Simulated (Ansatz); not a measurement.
Ansatz (an electronic-structure program) input (CCSD(T)/aug-cc-pVDZ):

Ansatz 0.2 input:
```yaml
crystal:
  periodic: [false, false, false]
  atoms:
    - {symbol: C, position_ang: [3.80702351, -0.02839227, 0.10891622]}
    - {symbol: C, position_ang: [2.45837316, -0.73759449, 0.02791566]}
    - {symbol: C, position_ang: [1.27374225, 0.22492624, 0.05341613]}
    - {symbol: C, position_ang: [-0.08044345, -0.47451828, -0.02741992]}
    - {symbol: C, position_ang: [-1.26262475, 0.49111252, 0.00368791]}
    - {symbol: C, position_ang: [-2.60624614, -0.21670731, -0.08722804]}
    - {symbol: O, position_ang: [-3.71536734, 0.67246339, 0.00002158]}
    - {symbol: H, position_ang: [3.93929423, 0.66077335, -0.72873470]}
    - {symbol: H, position_ang: [3.88994093, 0.55346456, 1.03010034]}
    - {symbol: H, position_ang: [4.63513890, -0.73914894, 0.08875385]}
    - {symbol: H, position_ang: [2.41417030, -1.33797575, -0.88669226]}
    - {symbol: H, position_ang: [2.36515229, -1.44398977, 0.85924832]}
    - {symbol: H, position_ang: [1.36588700, 0.93279379, -0.77808386]}
    - {symbol: H, position_ang: [1.31626238, 0.82595316, 0.96854422]}
    - {symbol: H, position_ang: [-0.17033490, -1.18262870, 0.80369389]}
    - {symbol: H, position_ang: [-0.12209875, -1.07453983, -0.94326844]}
    - {symbol: H, position_ang: [-1.24037549, 1.08333189, 0.92307309]}
    - {symbol: H, position_ang: [-1.17434974, 1.20044773, -0.82847964]}
    - {symbol: H, position_ang: [-2.72407719, -0.90881372, 0.74868731]}
    - {symbol: H, position_ang: [-2.65646370, -0.80925102, -1.01054233]}
    - {symbol: H, position_ang: [-3.65415528, 1.30691783, -0.72220008]}
basis:
  gaussian:
    orbitals: aug-cc-pVDZ
magnetization: {spin_polarized: false}
correlation: {method: ccsd_t, electrons: outside_noble_gas}
output: {forces: true}
```

End of the output:

```
Atom 7 at     3.939294     0.660773    -0.728735 Å, force     0.046387     0.297464    -0.379412 eV/Å
Atom 8 at     3.889941     0.553465     1.030100 Å, force     0.024067     0.249102     0.414761 eV/Å
Atom 9 at     4.635139    -0.739149     0.088754 Å, force     0.356745    -0.321043    -0.009437 eV/Å
Atom 10 at     2.414170    -1.337976    -0.886692 Å, force    -0.022067    -0.248038    -0.407116 eV/Å
Atom 11 at     2.365152    -1.443990     0.859248 Å, force    -0.044053    -0.295416     0.372174 eV/Å
Atom 12 at     1.365887     0.932794    -0.778084 Å, force     0.036921     0.303638    -0.379060 eV/Å
Atom 13 at     1.316262     0.825953     0.968544 Å, force     0.014480     0.256231     0.414923 eV/Å
Atom 14 at    -0.170335    -1.182629     0.803694 Å, force    -0.034930    -0.307031     0.380798 eV/Å
Atom 15 at    -0.122099    -1.074540    -0.943268 Å, force    -0.013484    -0.255406    -0.418268 eV/Å
Atom 16 at    -1.240375     1.083332     0.923073 Å, force     0.009669     0.248485     0.411697 eV/Å
Atom 17 at    -1.174350     1.200448    -0.828480 Å, force     0.036941     0.293231    -0.363915 eV/Å
Atom 18 at    -2.724077    -0.908814     0.748687 Å, force    -0.057374    -0.285401     0.369490 eV/Å
Atom 19 at    -2.656464    -0.809251    -1.010542 Å, force    -0.021468    -0.223703    -0.372616 eV/Å
Atom 20 at    -3.654155     1.306918    -0.722200 Å, force     0.041487     0.113933    -0.167129 eV/Å
Dipole moment:     0.305343    -0.003214    -0.216778 e Å
```
